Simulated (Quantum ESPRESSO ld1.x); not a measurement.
Problem. These are the eigenvalues of the occupied orbitals of an atom or ion with whole-number occupations (eV). All-electron calculation, scalar-relativistic Kohn-Sham, LDA (Slater exchange, VWN5 correlation), spin-polarised, spherical densities, point nucleus. Program: ld1.x of Quantum ESPRESSO 7.5.

orbital  eigenvalue
1s down    -91770.0
1s up      -91770.0
2s up      -17434.4
2s down    -17434.1
2p up      -15082.5
2p down    -15082.2
3s up      -5077.10
3s down    -5070.48
3p up      -4404.47
3p down    -4397.72
3d up      -3731.76
3d down    -3726.46
4s up      -1964.04
4s down    -1954.68
4p up      -1731.10
4p down    -1722.25
4d up      -1472.31
4d down    -1463.58
4f up      -1201.52

Which element is it, and in what charge state? The configuration may be excited. Open shells, if any, are filled with parallel spins first.

Solution. Z = 83, bismuth, charge +32: Bi32+ in [Kr] 4d10 4f5. The list shows which subshells hold electrons but not how many an open one holds; the 1s level, -3372.5 hartree, gives Z - s = 82.1 by -(Z - s)^2/2, which with screening and relativity narrows Z to a few neighbours, and the depths of the outer levels then fix element, charge and occupations together.
